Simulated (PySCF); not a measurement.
Compound: (H2In-mu-SH)2.
Geometry (PBE0-D3(BJ)/def2-SVP, Å), atoms numbered from 1 in this order:
```xyz
10
H6In2S2 angstrom
In     1.5626   -0.3714    0.9406
H      2.7572    0.8565    0.9289
H      1.4378   -1.9333    1.6454
S      0.8394   -0.6473   -1.5657
In    -1.2268    0.8869   -1.0439
H     -2.6191   -0.1000   -1.2410
H     -0.7542    2.4396   -1.5929
S     -0.6798    0.8666    1.5198
H      0.1842   -1.8139   -1.3731
H     -1.3767   -0.2605    1.7864
```

Computed with PySCF 2.14.0, PBE0-D3(BJ)/def2-SVP geometry optimisation, gas phase, def2 core potentials past Kr.

Masses are those of the commonest isotopes; rigid-rotor values at the optimised geometry. The values belong to one conformer.

Question: Give the principal moments of inertia and the rotational constants in cm⁻¹.

Answer: Ia = 249.20, Ib = 805.11, Ic = 1022.29 u·Å²; 505379 MHz·u·Å²/I gives 2028, 627.7 and 494.4 MHz, that is A = 0.06765, B = 0.02094, C = 0.01649 cm⁻¹.

Question: Classify the top.

Answer: An asymmetric top. Ray's parameter κ = (2B − A − C)/(A − C) = -0.826; −1 is the prolate and +1 the oblate limit.

Question: Is it planar, by Δ = Ic − Ia − Ib?

Answer: Not planar: Δ = Ic − Ia − Ib = -32.02 u·Å². For a rigid frame Δ = −2 Σ m c², so Σ m c² = 16.01 u·Å² lies off the ab plane: 14.46 from hydrogen and 1.55 from heavier atoms. The atom farthest from that plane is 1.69 Å away.

Question: Which lines would a microwave search look for?

Answer: The dipole components are |μa| = 0.00 D, |μb| = 0.00 D, |μc| = 1.68 D; the symmetry axis of this C2v structure is c, so μa and μb vanish by symmetry and there are no a-type or b-type lines. Some of the stronger lines:

| type | branch | J(Ka,Kc) | MHz | lower level (cm⁻¹) |
| --- | --- | --- | --- | --- |
| c | Q | 3(1,3) ← 3(0,3) | 1107 | 0.223 |
| c | Q | 1(1,1) ← 1(0,1) | 1400 | 0.037 |
| c | R | 1(1,0) ← 0(0,0) | 2656 | 0.000 |
| c | R | 2(1,1) ← 1(0,1) | 3911 | 0.037 |
| c | Q | 2(2,1) ← 2(1,1) | 4201 | 0.168 |
| c | R | 3(1,2) ← 2(0,2) | 5236 | 0.112 |
| c | R | 2(2,0) ← 1(1,0) | 6587 | 0.089 |
| c | R | 2(2,1) ← 1(1,1) | 6712 | 0.084 |
| c | R | 3(2,1) ← 2(1,1) | 7612 | 0.168 |
| c | R | 3(2,2) ← 2(1,2) | 7967 | 0.155 |
| c | R | 3(3,0) ← 2(2,0) | 10698 | 0.308 |
| c | R | 3(3,1) ← 2(2,1) | 10707 | 0.308 |

Question: Estimate the classical rotational partition function at 100 K, 200 K and 500 K.

Answer: Point group C2v, symmetry number σ = 2; q = (√π/σ)·√((kT/h)³/(ABC)), k/h = 20836.6 MHz/K: 106000 at 100 K, 301000 at 200 K, 1190000 at 500 K.

Stationary, but not proved a minimum. No vibrational averaging or centrifugal distortion is included, and the geometry carries the error of its method.
